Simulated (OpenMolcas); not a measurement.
**SnSe (SMILES [Se][Sn]): the HOMO–LUMO gap, rung by rung**

SnSe has 2 atoms, charge 0, and is taken as a singlet. SMILES: `[Se][Sn]`. The coordinates come from a PBE0-D4/def2-TZVP relaxation.

```
atom   x (Å)   y (Å)   z (Å)
  Se  0.0000  0.0000  0.0065
  Sn  0.0000  0.0000  2.3318
```

Quantity: the HOMO–LUMO gap, in eV. The values are calculated.

```csv
level,kind,program,value (eV),CPU time
HF/def2-TZVP (core potential),Hartree–Fock,OpenMolcas,9.05,13 s
SVWN5/def2-TZVP (core potential),LDA,OpenMolcas,2.93,18 s
BLYP/def2-TZVP (core potential),GGA,OpenMolcas,2.88,22 s
PBE/def2-TZVP (core potential),GGA,OpenMolcas,2.96,22 s
M06-L/def2-TZVP (core potential),meta-GGA,OpenMolcas,3.21,28 s
TPSS/def2-TZVP (core potential),meta-GGA,OpenMolcas,3.07,27 s
BHLYP/def2-TZVP (core potential),global hybrid,OpenMolcas,5.97,20 s
PBE0/def2-TZVP (core potential),global hybrid,OpenMolcas,4.52,22 s
```

The values span 2.88 to 9.05 eV. Orbital gaps aren't excitation energies; they tend to grow with the share of exact exchange. Times are those of the runs behind each value, whatever else they computed, on shared processors of several kinds: orders of magnitude only.
